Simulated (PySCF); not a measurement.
Ta(F)4(SH) (F₄HSTa), SMILES [F][Ta]([F])([SH])([F])[F], multiplicity 1.

Coordinates come from a B3LYP-D3(BJ)/def2-SVP optimisation. The spin state was assumed, not searched. The structure was generated by enumeration; whether it is a known compound was not checked. The def2 effective core potentials stand for the cores of Ta; spin–orbit coupling is left out. The values are those of a single conformer.

Computed with M06-2X/def2-TZVP (PySCF).

Symmetry labels are those of the subgroup Cs that the program uses (full group Cs).

Task: List the valence orbital energies around the gap with their symmetry. (The exact figures need the calculation; the answer reports its results.)

Result: 
```
orbital  symmetry  energy (eV)
-------  --------  -----------
HOMO−7         A'       -14.96
HOMO−6         A'       -14.75
HOMO−5         A"       -14.69
HOMO−4         A'       -14.52
HOMO−3         A"       -14.31
HOMO−2         A'       -13.32
HOMO−1         A'       -11.20
HOMO           A"        -9.99
LUMO           A'        -2.09
LUMO+1         A'        -1.47
LUMO+2         A"        -1.32
LUMO+3         A"        -1.20
```
